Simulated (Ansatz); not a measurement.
Geometry optimisation, RKS PBE-D4/def2-SVP in Ansatz.

Input file:

```yaml
crystal:
  periodic: [false, false, false]
  atoms:
    - { symbol: Ge, position_ang: [0.237057, -0.669248, -0.420935] }
    - { symbol: O, position_ang: [0.757243, 0.117284, 2.400049] }
    - { symbol: H, position_ang: [0.123898, 0.85538, 2.279349] }
    - { symbol: Cl, position_ang: [1.742295, 0.773445, -0.927296] }
    - { symbol: Cl, position_ang: [-1.535463, 0.387897, 0.294225] }
    - { symbol: Cl, position_ang: [-0.476299, -1.64897, -2.211791] }
    - { symbol: "N", position_ang: [0.953512, -2.047644, 0.624999] }
    - { symbol: H, position_ang: [0.323088, -2.822882, 0.85284] }
    - { symbol: H, position_ang: [1.506955, -1.716543, 1.421433] }
    - { symbol: H, position_ang: [0.181214, -0.678821, 2.26243] }
basis:
  gaussian: { orbitals: def2-SVP }
hamiltonian:
  xc: pbe
  dispersion: d4
relax:
  f_tol: 0.03
  max_steps: 50
```

Run as:

```bash
$ ansatz run input.yaml --threads 4 --pin off --max-ram 5120MiB --backend cpu --events-out ev --progress --plain --runs-dir out
```

Problem. Where does it end, and by what steps?

Solution. It converged. The force dipped under the threshold on the way, but the program's further checks kept it going. After 15 steps the energy has fallen by 0.369 eV; H3 moved furthest, 1.08 Å.

| step | energy less start (eV) | largest force component (eV/Å) | accepted |
| --- | --- | --- | --- |
| 0 | 0.0000 | 0.971 | yes |
| 1 | -0.1011 | 0.530 | yes |
| 2 | -0.1478 | 0.946 | yes |
| 3 | -0.1868 | 1.148 | yes |
| 4 | -0.2482 | 0.467 | yes |
| 5 | -0.2835 | 0.531 | yes |
| 6 | -0.3212 | 0.319 | yes |
| 7 | -0.3143 | 1.019 | no |
| 8 | -0.3408 | 0.199 | yes |
| 9 | -0.3558 | 0.133 | yes |
| 10 | -0.3665 | 0.076 | yes |
| 11 | -0.3384 | 0.648 | no |
| 12 | -0.3682 | 0.028 | yes |
| 13 | -0.3673 | 0.099 | no |
| 14 | -0.3686 | 0.055 | yes |
| 15 | -0.3687 | 0.029 | yes |

```xyz
10
Properties=species:S:1:pos:R:3
Ge 0.152 -0.830 -0.448
O 0.703 -0.007 2.588
H 1.185 0.705 2.121
Cl 1.404 0.931 -0.620
Cl -1.760 -0.083 0.335
Cl -0.249 -1.621 -2.410
N 1.013 -2.075 0.550
H 0.542 -2.988 0.526
H 1.057 -1.706 1.519
H -0.233 0.224 2.414
```

Whether the end is a true minimum wasn't checked by a vibrational analysis.

Time of the run: 30 s on 4 threads of Arm Neoverse V2 (shared host), peak memory 0.21 GiB.
